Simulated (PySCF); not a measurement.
These 4 structures share the formula C6H11NO. Method: PBE0-D3(BJ)/def2-SVP geometry optimisation, gas phase (PySCF). Energies are electronic, without zero-point or thermal terms, for one conformer each. No frequencies were run at this level. Point groups hold within 0.08 Å.

Question: Rank from lowest to highest electronic energy at this level (kcal/mol).
A. `[CH2:1]=[C:2]([CH3:3])[O:4][CH2:5]/[N:6]=[CH:7]\[CH3:8]` with C1–C2–O4–C5 -1°, C2–O4–C5–N6 -178°, O4–C5–N6–C7 -5°
B. `[CH3:1][N:2]([CH3:3])[C:4](=[O:5])[CH:6]1[CH2:7][CH2:8]1` with N2–C4–C6–C7 -155°
C. `[CH2:1]=[CH:2][C@@H:3]([CH2:4][CH3:5])[C:6]([NH2:7])=[O:8]` with C1–C2–C3–C4 121°, C2–C3–C4–C5 -164°, C2–C3–C6–N7 53°, C3–C6–N7–H -176° and -12°
D. `[CH3:1][NH:2][C@@H:3]1[CH:4]=[CH:5][O:6][CH2:7][CH2:8]1` with C1–N2–C3–C4 -53°, N2–C3–C4–C5 -103°, C4–C5–O6–C7 9°, C5–O6–C7–C8 -43°, O6–C7–C8–C3 63°

Answer: C (0.0), B (9.3), D (22.0), A (36.4).

As drawn, the lowest has a C=O bond, an N–H bond and a C(=O)–N unit, which the highest lacks; the highest has a C=N bond, which the lowest lacks.

```tsv
SMILES	E (Eh)	E rel (kcal/mol)	dipole (D)	point group	A, B, C (MHz)
C=C[C@@H](CC)C(N)=O	-364.56084	0.0	3.32	C1	2326, 1795, 1125
CN(C)C(=O)C1CC1	-364.54600	9.3	3.52	C1	4007, 1412, 1152
CN[C@@H]1C=COCC1	-364.52572	22.0	1.68	C1	3729, 1612, 1348
C=C(C)OC/N=C\C	-364.50280	36.4	1.48	–	3847, 1241, 955.9
```
